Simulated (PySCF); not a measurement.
## BeI₂: from structure and modes to constants

Level of theory: PBE/[Be def2-TZVP, I def2-TZVP with ECP28], scalar-relativistic core potentials, density fitting, no spin–orbit coupling, PySCF.

The singlet minimum has D∞h symmetry. Masses (u): Be 9.01218, I 126.90447.

```xyz
3
charge 0 multiplicity 1, angstrom
Be    0.0000    0.0000    0.0000
I     0.0000    0.0000    2.1712
I     0.0000    0.0000   -2.1712
```

Harmonic wavenumbers (cm⁻¹): 164.1 (σg+, ×1), 170.8 (πu, ×2), 863.4 (σu+, ×1).

(1) Find the principal moments of inertia and the rotational constants. What kind of rotor is it?

(2) What is the harmonic zero-point energy?

(3) Find the vibrational entropy and heat capacity at 298.15 K.

Answers

(1) About the centre of mass I = 1196.5 u Å². With B = 16.8576/I this gives 0.01409 cm⁻¹. The molecule is linear.

(2) Half the sum of all 4 wavenumbers, 1369/2 = 685 cm⁻¹, which is 8.2 kJ/mol (1 cm⁻¹ = 0.0119627 kJ/mol).

(3) With u = 1.43878 ω/T, each mode gives S = R[u/(eᵘ−1) − ln(1−e⁻ᵘ)] and C = R u² eᵘ/(eᵘ−1)².
| ω (cm⁻¹) | u | S (J/(mol K)) | C (J/(mol K)) |
| --- | --- | --- | --- |
| 164.1 | 0.792 | 10.47 | 7.89 |
| 170.8 (×2) | 0.824 | 10.15 | 7.86 |
| 863.4 | 4.167 | 0.68 | 2.31 |
The sums over all modes are S = 31.4 and C = 25.9 J/(mol K); the softest mode gives 33 % of the entropy (each member, where degenerate).
